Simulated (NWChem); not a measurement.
# BaF$_{2}$; SMILES [F][Ba][F]

All runs: NWChem. def2 effective core potentials on Ba; no spin-orbit coupling. Each level has its own optimisation; frequencies are unscaled.

```tsv
level	r Ba–F (Å)	highest harmonic frequency (cm⁻¹)	lowest (cm⁻¹)	zero-point energy (kcal/mol)
BLYP/def2-SVP	2.263	464	93	1.4
CAM-B3LYP/def2-SVP	2.245	484	93	1.5
PBE-D3(BJ)/def2-SVP	2.249	473	94	1.5
```
